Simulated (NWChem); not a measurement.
System: CH3CaFN2

Here is an NWChem input.

```
start job
memory heap 200 mb stack 900 mb global 1100 mb
geometry units angstroms noautosym nocenter noautoz
  Ca     0.225338    -0.832040     0.000000
  F      0.035952    -2.804200     0.000000
  C      0.322315     1.836451     0.000000
  N      0.300439     1.180648    -1.150395
  N      0.300439     1.180648     1.150395
  H      0.359096     2.945494     0.000000
  H      0.321303     1.791960    -1.958324
  H      0.321303     1.791960     1.958324
end
basis spherical
  * library def2-svpd
end
dft
  xc pbe0
  iterations 150
end
property
  response 1 0.0428
end
task dft property
```

NWChem printed, in part:

```
             Northwest Computational Chemistry Package (NWChem) 7.3.0
             --------------------------------------------------------

                             Geometry "geometry" -> ""
                             -------------------------

 Output coordinates in angstroms (scale by  1.889725989 to convert to a.u.)

  No.       Tag          Charge          X              Y              Z
 ---- ---------------- ---------- -------------- -------------- --------------
    1 Ca                  20.0000     0.22533800    -0.83204000     0.00000000
    2 F                    9.0000     0.03595200    -2.80420000     0.00000000
    3 C                    6.0000     0.32231500     1.83645100     0.00000000
    4 N                    7.0000     0.30043900     1.18064800    -1.15039500
    5 N                    7.0000     0.30043900     1.18064800     1.15039500
    6 H                    1.0000     0.35909600     2.94549400     0.00000000
    7 H                    1.0000     0.32130300     1.79196000    -1.95832400
    8 H                    1.0000     0.32130300     1.79196000     1.95832400

 Effective nuclear repulsion energy (a.u.)     234.6224873536

                              NWChem Property Module
                              ----------------------

                                 NWChem DFT Module
                                 -----------------

 Summary of "ao basis" -> "ao basis" (spherical)
 ------------------------------------------------------------------------------
       Tag                 Description            Shells   Functions and Types
 ---------------- ------------------------------  ------  ---------------------
 Ca                        def2-svpd                11       27   5s4p2d
 F                         def2-svpd                 9       23   4s3p2d
 C                         def2-svpd                 8       20   4s2p2d
 N                         def2-svpd                 8       20   4s2p2d
 H                         def2-svpd                 4        8   2s2p

            General Information
            -------------------
          SCF calculation type: DFT
          Wavefunction type:  closed shell.
          No. of atoms     :     8
          No. of electrons :    52
           Alpha electrons :    26
            Beta electrons :    26
          Charge           :     0
          Spin multiplicity:     1
          Use of symmetry is: off; symmetry adaption is: off
          Maximum number of iterations: 150
          AO basis - number of functions:   134
                     number of shells:    56
          Convergence on energy requested:  1.00D-06
          Convergence on density requested:  1.00D-05
          Convergence on gradient requested:  5.00D-04

              XC Information
              --------------
                         PBE0 Method XC Functional
                     Hartree-Fock (Exact) Exchange  0.250
          PerdewBurkeErnzerhof Exchange Functional  0.750
            Perdew 1991 LDA Correlation Functional  1.000 local
           PerdewBurkeErnz. Correlation Functional  1.000 non-local

             Grid Information
             ----------------
          Grid used for XC integration:  medium
          Radial quadrature: Mura-Knowles
          Angular quadrature: Lebedev.
          Tag              B.-S. Rad. Rad. Pts. Rad. Cut. Ang. Pts.
          ---              ---------- --------- --------- ---------
          Ca                  1.80      112          11.0       590
          F                   0.50       49          13.0       434
          C                   0.70       49          13.0       434
          N                   0.65       49          12.0       434
          H                   0.35       45          14.0       434
          Grid pruning is: on
          Number of quadrature shells:   443
          Spatial weights used:  Erf1

      Superposition of Atomic Density Guess
      -------------------------------------

 Sum of atomic energies:        -923.57002630

      Non-variational initial energy
      ------------------------------

 Total energy =    -925.259121
 1-e energy   =   -1730.746154
 2-e energy   =     570.864545
 HOMO         =      -0.333304
 LUMO         =      -0.097009

   convergence    iter        energy       DeltaE   RMS-Dens  Diis-err
 ---------------- ----- ----------------- --------- --------- ---------
 d= 0,ls=0.0,diis     1   -926.1356085771 -1.16D+03  1.95D-02  1.37D+00
 d= 0,ls=0.0,diis     2   -925.8427520567  2.93D-01  1.08D-02  4.96D+00
 d= 0,ls=0.0,diis     3   -926.2934433966 -4.51D-01  2.40D-03  5.57D-02
 d= 0,ls=0.0,diis     4   -926.2961816174 -2.74D-03  8.73D-04  3.02D-02
 d= 0,ls=0.0,diis     5   -926.2992141458 -3.03D-03  2.02D-04  2.39D-04
  Resetting Diis
 d= 0,ls=0.0,diis     6   -926.2992423142 -2.82D-05  5.83D-05  6.79D-06
 d= 0,ls=0.0,diis     7   -926.2992430353 -7.21D-07  1.72D-05  1.24D-06
 d= 0,ls=0.0,diis     8   -926.2992429837  5.16D-08  8.88D-06  1.73D-06

         Total DFT energy =     -926.299242983727
      One electron energy =    -1738.357697678416
           Coulomb energy =      644.072471054449
    Exchange-Corr. energy =      -66.636503713391
 Nuclear repulsion energy =      234.622487353631

 Numeric. integr. density =       52.000003673341

[...]

 DFT Linear Response polarizability / au
 Frequency  =       0.0428000 / au
 Wavelength =    1064.5643224 / nm
              X              Y              Z
 -----------------------------------------------
 X      36.0085931      1.1917074     -0.0000001
 Y       1.1917083     61.2067589      0.0000000
 Z      -0.0000001      0.0000000     57.3356687
 -----------------------------------------------
 Eigenvalues =      35.9523587     61.2629933     57.3356687
 Isotropic   =      51.5170069
 Anisotropic =      23.5934107
 -----------------------------------------------

 Magnetic Dipole Response Matrix (nonzero elements):

 Exiting AOResponse driver routine
```

Level: PBE0/def2-SVPD. Coordinates come from a PBE0/def2-SVP optimisation.
